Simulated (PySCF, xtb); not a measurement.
AlHI₂, SMILES [I][AlH][I].

GFN2-xTB (xtb) at its own geometry gives an orbital gap of 4.78 eV and a dipole moment of 2.38 D.

The structure is a stationary point at B3LYP-D3(BJ)/def2-SVP. The def2 effective core potentials stand for the cores of I; spin–orbit coupling is left out.

What does r2SCAN/def2-TZVPD (PySCF) give? (An estimate is asked for; the answer gives what the named calculation found.)

gap 4.59 eV (levels -6.98 and -2.39 eV), dipole 0.55 D.
